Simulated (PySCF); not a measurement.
methanol (CH$_{4}$O), singlet, geometry from GFN2-xTB; PySCF with PBE0/cc-pVDZ.

The PySCF input:
```python
from pyscf import gto, scf, dft

mol = gto.M(
    atom='''
C    -0.05774864    0.65750333    0.00623833
O    -0.03498085   -0.74857812   -0.00758921
H    -1.10610419    0.95010140    0.00407242
H     0.88017380   -1.04794998   -0.00613415
H     0.42182552    1.06188832    0.90433371
H     0.43044352    1.07956523   -0.87898825
''',
    basis='cc-pvdz',
    verbose=4,
)

mf = dft.RKS(mol)
mf.xc = 'pbe0'
mf.kernel()
```

Question: Write the output that PySCF gives for this input, abridged.

Answer: 
```
PySCF version 2.14.0

[INPUT] verbose = 4
[INPUT] num. atoms = 6
[INPUT] num. electrons = 18
[INPUT] charge = 0
[INPUT] spin (= nelec alpha-beta = 2S) = 0
[INPUT] symmetry False subgroup None
[INPUT] Mole.unit = angstrom
[INPUT] Symbol           X                Y                Z      unit          X                Y                Z       unit  Magmom
[INPUT]  1 C     -0.057748640000   0.657503330000   0.006238330000 AA   -0.109129113666   1.242501219690   0.011788735175 Bohr   0.0
[INPUT]  2 O     -0.034980850000  -0.748578120000  -0.007589210000 AA   -0.066104226104  -1.414607629642  -0.014341528402 Bohr   0.0
[INPUT]  3 H     -1.106104190000   0.950101400000   0.004072420000 AA   -2.090233984334   1.795431436566   0.007695758464 Bohr   0.0
[INPUT]  4 H      0.880173800000  -1.047949980000  -0.006134150000 AA    1.663287424018  -1.980338454443  -0.011591863507 Bohr   0.0
[INPUT]  5 H      0.421825520000   1.061888320000   0.904333710000 AA    0.797134705152   2.006678099675   1.708943037112 Bohr   0.0
[INPUT]  6 H      0.430443520000   1.079565230000  -0.878988250000 AA    0.813420364894   2.040082618303  -1.661047059211 Bohr   0.0

nuclear repulsion = 40.5175229963512
number of shells = 22
number of NR pGTOs = 80
number of NR cGTOs = 48
basis = cc-pvdz
ecp = {}

******** <class 'pyscf.dft.rks.RKS'> ********
method = RKS
initial guess = minao
damping factor = 0
level_shift factor = 0
DIIS = <class 'pyscf.scf.diis.CDIIS'>
diis_start_cycle = 1
diis_space = 8
diis_damp = 0
SCF conv_tol = 1e-09
SCF conv_tol_grad = None
SCF max_cycles = 50
direct_scf = True
direct_scf_tol = 1e-13
XC library pyscf.dft.libxc version 7.1.2
    S. Lehtola, C. Steigemann, M. J. T. Oliveira, and M. A. L. Marques,  SoftwareX 7, 1–5 (2018)
XC functionals = pbe0
    C. Adamo and V. Barone,  J. Chem. Phys. 110, 6158 (1999)
    M. Ernzerhof and G. E. Scuseria,  J. Chem. Phys. 110, 5029 (1999)
radial grids:
    Treutler-Ahlrichs [JCP 102, 346 (1995); DOI:10.1063/1.469408] (M4) radial grids

becke partition: Becke, JCP 88, 2547 (1988); DOI:10.1063/1.454033
pruning grids: <function nwchem_prune>
grids dens level: 3
symmetrized grids: False
atomic radii adjust function: <function treutler_atomic_radii_adjust>
small_rho_cutoff = 0
Set gradient conv threshold to 3.16228e-05
Initial guess from minao.
tot grids = 67432
init E= -115.618846316274
  HOMO = -0.359650588749553  LUMO = 0.0173617201337462  gap/eV = 10.25903
cycle= 1 E= -115.525459779244  delta_E= 0.0934  |g|= 0.584  |ddm|= 2.02
  HOMO = -0.140697415937341  LUMO = 0.0865328986261256  gap/eV = 6.18325
cycle= 2 E= -115.475492539058  delta_E= 0.05  |g|= 0.785  |ddm|= 0.955
  HOMO = -0.274401013901884  LUMO = 0.070830287729267  gap/eV = 9.39422
cycle= 3 E= -115.589458858057  delta_E= -0.114  |g|= 0.0402  |ddm|= 0.566
  HOMO = -0.274277173410161  LUMO = 0.0712801539481669  gap/eV = 9.40309
cycle= 4 E= -115.58974228317  delta_E= -0.000283  |g|= 0.017  |ddm|= 0.0356
  HOMO = -0.273127762636511  LUMO = 0.0720449427892129  gap/eV = 9.39263
cycle= 5 E= -115.589810784825  delta_E= -6.85e-05  |g|= 0.00334  |ddm|= 0.0144
  HOMO = -0.273592069702102  LUMO = 0.0718100600857383  gap/eV = 9.39887
cycle= 6 E= -115.589813232338  delta_E= -2.45e-06  |g|= 0.000199  |ddm|= 0.00231
  HOMO = -0.273596902799781  LUMO = 0.0718192793416583  gap/eV = 9.39925
cycle= 7 E= -115.589813242992  delta_E= -1.07e-08  |g|= 4.24e-05  |ddm|= 0.000229
  HOMO = -0.273604393363718  LUMO = 0.0718139886388536  gap/eV = 9.39931
cycle= 8 E= -115.589813243522  delta_E= -5.3e-10  |g|= 5.63e-06  |ddm|= 4.74e-05
  HOMO = -0.273603283170161  LUMO = 0.0718147450479361  gap/eV = 9.39930
Extra cycle  E= -115.589813243528  delta_E= -6.25e-12  |g|= 2.97e-06  |ddm|= 6.41e-06
converged SCF energy = -115.589813243528
```
